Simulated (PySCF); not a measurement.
A calculated (PW91, PySCF 2.14, x2c-QZVPPall with one added diffuse shell each of s, p, d, f, g type, scalar relativity by spin-free X2C-1e) atom or ion has these occupied shells.

```tsv
shell	electrons	orbital energy (eV)	rms radius, mean of both spins (bohr)
1s α	1	-8234.0	0.0624
1s β	1	-8233.9	0.0624
2s α	1	-1010.1	0.266
2s β	1	-1008.2	0.266
2p α	3	-872.95	0.238
2p β	3	-871.50	0.238
3s α	1	-139.76	0.790
3s β	1	-135.84	0.790
3p α	3	-99.948	0.837
3p β	3	-96.085	0.837
3d α	5	-36.576	1.03
3d β	2	-33.700	1.03
4s α	1	-24.829	2.38
```

Q: Name the element and its charge.

A: Ni²⁺ (nickel, charge +2), in [Ar] 3d7 4s1, high-spin 5F determinant (an excited configuration).
